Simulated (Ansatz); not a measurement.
In(H2S)H3 (InH₅S). Total charge 0; singlet. Geometry r2SCAN-D4/def2-TZVP; atoms count from 1.

Cartesian coordinates in Å:
```
In 0.2256 -0.4693 -1.1086
S -0.1459 1.1618 1.1966
H -1.3283 0.6135 1.5251
H 0.5253 0.3367 2.0182
H -0.9593 0.3694 -2.0426
H -0.2141 -1.9435 -0.3167
H 1.8967 -0.0686 -1.2719
```

In the def2 sets In takes a core potential; there is no spin–orbit coupling.

Estimate the Mulliken populations from the PBE0/def2-TZVP orbitals of Ansatz.


```
atom  charge (e)
 In1        0.22
  S2       -0.26
  H3        0.21
  H4        0.21
  H5       -0.12
  H6       -0.13
  H7       -0.12
```
Mulliken values depend strongly on the basis.

And the Mayer bond orders between heavy atoms (over 0.3)?

In1–S2 0.30 (2.85 Å).
